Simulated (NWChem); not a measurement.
System: SnH4O4; SMILES [Sn]([OH])([OH])([OH])[OH]

Input file for NWChem:

```
start job
memory heap 200 mb stack 900 mb global 1100 mb
geometry units angstroms
  O      0.469362     1.529762    -1.001513
  Sn     0.000003    -0.000011    -0.000037
  O     -1.239919     0.333346     1.383829
  O     -0.809075    -1.220166    -1.191689
  O      1.579601    -0.642869     0.809388
  H     -0.126605     1.734083    -1.723777
  H     -0.850270     0.627876     2.208459
  H     -1.400074    -1.851533    -0.778617
  H      2.376632    -0.509662     0.294092
end
basis spherical
  * library def2-svp
end
ecp
  Sn library def2-ecp
end
dft
  xc pbe0
  iterations 150
end
driver
  maxiter 120
end
task dft optimize
```

NWChem printed, in part:

```
             Northwest Computational Chemistry Package (NWChem) 7.3.0
             --------------------------------------------------------

 S4  symmetry detected

                             Geometry "geometry" -> ""
                             -------------------------

 Output coordinates in angstroms (scale by  1.889725989 to convert to a.u.)

  No.       Tag          Charge          X              Y              Z
 ---- ---------------- ---------- -------------- -------------- --------------
    1 O                    8.0000     1.42914656    -0.68434130     1.02602746
    2 Sn                  50.0000     0.00000000     0.00000000     0.00000000
    3 O                    8.0000    -1.42914656     0.68434130     1.02602746
    4 O                    8.0000     0.68434130     1.42914656    -1.02602746
    5 O                    8.0000    -0.68434130    -1.42914656    -1.02602746
    6 H                    1.0000     2.07416002    -0.03077547     1.30056349
    7 H                    1.0000    -2.07416002     0.03077547     1.30056349
    8 H                    1.0000     0.03077547     2.07416002    -1.30056349
    9 H                    1.0000    -0.03077547    -2.07416002    -1.30056349

 Effective nuclear repulsion energy (a.u.)     590.7665013159

      Symmetry information
      --------------------

 Group name              S4
 Group number             37
 Group order               4
 No. of unique centers     3

                                Z-matrix (autoz)
                                --------

 Units are Angstrom for bonds and degrees for angles

[...]

      ----------------------
      Optimization converged
      ----------------------

  Step       Energy      Delta E   Gmax     Grms     Xrms     Xmax
  ---- ---------------- -------- -------- -------- -------- --------
@    7    -517.09100019 -4.7D-07  0.00004  0.00002  0.00077  0.00168
                                     ok       ok       ok       ok

                                Z-matrix (autoz)
                                --------

 Units are Angstrom for bonds and degrees for angles

      Type          Name      I     J     K     L     M      Value     Gradient
      ----------- --------  ----- ----- ----- ----- ----- ---------- ----------
    1 Stretch                  1     2                       1.96581   -0.00000
    2 Stretch                  1     6                       0.96545    0.00002
    3 Stretch                  2     3                       1.96581   -0.00000
    4 Stretch                  2     4                       1.96581   -0.00000
    5 Stretch                  2     5                       1.96581   -0.00000
    6 Stretch                  3     7                       0.96545    0.00002
    7 Stretch                  4     8                       0.96545    0.00002
    8 Stretch                  5     9                       0.96545    0.00002
    9 Bend                     1     2     3               116.29664    0.00004
   10 Bend                     1     2     4               106.17015   -0.00002
   11 Bend                     1     2     5               106.17015   -0.00002
   12 Bend                     2     1     6               111.15276    0.00001
   13 Bend                     2     3     7               111.15276    0.00001
   14 Bend                     2     4     8               111.15276    0.00001
   15 Bend                     2     5     9               111.15276    0.00001
   16 Bend                     3     2     4               106.17015   -0.00002
   17 Bend                     3     2     5               106.17015   -0.00002
   18 Bend                     4     2     5               116.29664    0.00004
   19 Torsion                  1     2     3     7         -86.04063    0.00003
   20 Torsion                  1     2     4     8        -156.13776   -0.00004
   21 Torsion                  1     2     5     9         -31.78098   -0.00001
   22 Torsion                  3     2     1     6         -86.04063    0.00003
   23 Torsion                  3     2     4     8         -31.78098   -0.00001
   24 Torsion                  3     2     5     9        -156.13776   -0.00004
   25 Torsion                  4     2     1     6          31.78098    0.00001
   26 Torsion                  4     2     3     7         156.13776    0.00004
   27 Torsion                  4     2     5     9          86.04063   -0.00003
   28 Torsion                  5     2     1     6         156.13776    0.00004
   29 Torsion                  5     2     3     7          31.78098    0.00001
   30 Torsion                  5     2     4     8          86.04063   -0.00003

                         Geometry "geometry" -> "geometry"
                         ---------------------------------

 Output coordinates in angstroms (scale by  1.889725989 to convert to a.u.)

[...]
```

Level: PBE0/def2-SVP with def2 effective core potentials on Sn. Not confirmed as a minimum by frequencies. def2 effective core potentials on Sn; no spin-orbit coupling.
